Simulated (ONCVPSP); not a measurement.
What one change does to a pseudopotential (lanthanum (La), ONCV)

lanthanum, optimised norm-conserving Vanderbilt (ONCV), made with ONCVPSP 4.0.1 (PBEsol, scalar-relativistic). Core [Kr] 4d10, reference 5s2 5p6 5d1 6s1.5 (charge +0.5). Waves: 5s+6s: rc 2.95 bohr, ncon 4, nbas 7, qcut 5.3 1/bohr, 2 projectors; 5p: rc 2.25 bohr, ncon 3, nbas 7, qcut 6.1 1/bohr, 1 projector; 5d: rc 3.70 bohr, ncon 4, nbas 9, qcut 4.6 1/bohr, 2 projectors, debl 3.3 Ha; f scattering state at 0.25 Ha: rc 3.20 bohr, ncon 3, nbas 6, qcut 3.1 1/bohr, 1 projector. Local part: polynomial inside 1.65 bohr (lpopt 5, dvloc0 1 Ha). Core correction: Teter function fitted to the true core (icmod 2), fcfact 0.5.

In the f channel the program set the typed energies aside and used -0.264 Ha.

All-electron outer shells of the reference configuration (PBEsol, scalar-relativistic, ld1.x):

```csv
shell,level (eV),outermost node (bohr),outermost maximum (bohr)
5s,-41.74,0.77,1.41
5p,-25.18,0.83,1.58
6s,-5.98,1.86,3.69
5d,-5.71,0.95,2.21
```

Change: d: ncon 3, nbas 8.

Cutoffs: the cutoffs (Ha) at which the residual kinetic energy of the hardest occupied pseudo-wave falls to 1 and 0.1 mHa per electron; they do not see the model core or the augmentation charge, which bear on the density cutoff. Errors are all-electron minus pseudo energies relative to the spin-unpolarised reference configuration.

Q: How do hardness, ghosts and transferability respond?

A: The potential gets neither clearly harder nor softer (11 Ha and 14 Ha → 11 Ha and 14 Ha); of the 4 tests that both files solve, the error grows in 1 and shrinks in 0 by more than 15 % and 0.3 meV (median size 3.7 → 4.4 meV); the range in which the d phases agree narrows (upper end at the end of the scan → 0.3); neither file shows a bound ghost.

| quantity | base | changed |
| --- | --- | --- |
| cutoff, loose | 11 Ha | 11 Ha |
| cutoff, tight | 14 Ha | 14 Ha |
| loose cutoff by channel | s 7.2 Ha, p 11 Ha, d 5.6 Ha | s 7.2 Ha, p 11 Ha, d 5.5 Ha |
| bound ghosts | none | none |
| GHOST(+) flags under 300 eV | s at 46.4 eV | s at 46.4 eV |
| error for 5s2 5p6 5d1 6s2, meV [ΔE -2.42 eV] | +0.3 | +0.2 |
| error for 5s2 5p6 5d1 6s1, meV [ΔE 3.58 eV] | -0.8 | -0.9 |
| error for 5s2 5p6 5d1 6s0, meV [ΔE 14.43 eV] | -6.5 | -7.9 |
| error for 5s2 5p6 5d1 6s1 6p1, meV [ΔE -0.01 eV] | +36 | +36 |
| s: phases at 3.00 bohr within 0.05 rad from the reference energy up to (Ha; the scan ends near 5) | 1.6 | 1.6 |
| p: phases at 2.29 bohr within 0.05 rad from the reference energy up to (Ha; the scan ends near 5) | 0.5 | 0.5 |
| d: phases at 3.76 bohr within 0.05 rad from the reference energy up to (Ha; the scan ends near 5) | to the end of the scan | 0.3 |
| f: phases at 3.24 bohr within 0.05 rad from the reference energy up to (Ha; the scan ends near 5) | -0.2 | -0.2 |
| rms error of d²Exc/dni dnj with the model core, mHa | 1.21 | 1.21 |

Base: The cutoffs count occupied waves only; projector 1 of the f channel, the hardest unoccupied one, needs 30 Ha at the loose tolerance. Changed file: The cutoffs count occupied waves only; projector 1 of the f channel, the hardest unoccupied one, needs 30 Ha at the loose tolerance.
